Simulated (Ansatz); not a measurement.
Basis sets compared for trans-NiI2(PH3)2 (NiP2H6I2). Total charge 0; singlet. Geometry r2SCAN-D4/def2-SVP. Ansatz on 4 threads of Arm Neoverse N1 on a shared host; times are rough, and most runs start from earlier orbitals.

Cartesian coordinates in Å:
```
I 2.339 0.635 0.709
I -2.294 -0.621 -0.692
Ni 0.027 0.009 0.008
P -0.696 0.310 2.028
P 0.705 -0.306 -2.027
H -1.744 -0.500 2.536
H -1.286 1.581 2.255
H 0.198 0.289 3.130
H -0.165 -0.045 -3.117
H 1.022 -1.657 -2.332
H 1.895 0.305 -2.499
```

In the def2 sets I takes a core potential; there is no spin–orbit coupling. The restricted singlet is unstable towards broken spin symmetry in Hartree–Fock (as tested in another run); at PBE-D4/def2-SVP, PBE0-D4/def2-SVP, PBE0-D4/def2-TZVP this wasn't settled. No other spin state of charge 0 was run.

Binding counts from free atoms (I doublet, Ni triplet, P quartet, H doublet) in the same basis, without a counterpoise term.

| level | functions | energy (Eh) | HOMO (eV) | LUMO (eV) | binding per atom (eV) | wall time |
| --- | --- | --- | --- | --- | --- | --- |
| PBE-D4/def2-SVP | 149 | -2789.1663 | -4.65 | -3.42 | 2.72 | 4.2 s |
| PBE0-D4/def2-SVP | 149 | -2789.2632 | -6.46 | -2.38 | 2.58 | 7 s |

Question: Estimate the rows for PBE-D4/def2-TZVP (with forces), PBE0-D4/def2-TZVP.

Answer: 
| level | functions | energy (Eh) | HOMO (eV) | LUMO (eV) | binding per atom (eV) | wall time |
| --- | --- | --- | --- | --- | --- | --- |
| PBE-D4/def2-TZVP (with forces) | 255 | -2789.6652 | -5.11 | -3.67 | 2.70 | 9 s |
| PBE0-D4/def2-TZVP | 255 | -2789.7460 | -6.65 | -2.68 | 2.58 | 17 s |
